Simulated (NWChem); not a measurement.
# SiNH3F2; SMILES N[SiH](F)F

```xyz
7

Si     0.3146     0.0730     0.0049
N     -0.0961    -1.5660    -0.0998
F     -0.0954     0.8067    -1.3721
F     -0.5073     0.8915     1.1323
H      1.7539     0.2276     0.2886
H     -1.0070    -1.8910    -0.4012
H      0.4202    -2.2735     0.4075
```
Atoms are numbered in this order, from 1.

Program: NWChem. Structure relaxed at the PBE0/def2-SVP level. Atomic charges in e: unrestrained fits to the electrostatic potential beside Mulliken populations; buried atoms are poorly determined by the fit.

Question: Predict the results for B3LYP/def2-SVP. Quantities: ESP Si1; Mulliken Si1; ESP N2; Mulliken N2; ESP F3; Mulliken F3; ESP F4; Mulliken F4; relative RMS misfit of the potential (%).

Answer: 
```yaml
ESP Si1: 1.15
Mulliken Si1: 0.91
ESP N2: -0.98
Mulliken N2: -0.37
ESP F3: -0.36
Mulliken F3: -0.34
ESP F4: -0.37
Mulliken F4: -0.34
relative RMS misfit of the potential (%): 20
```
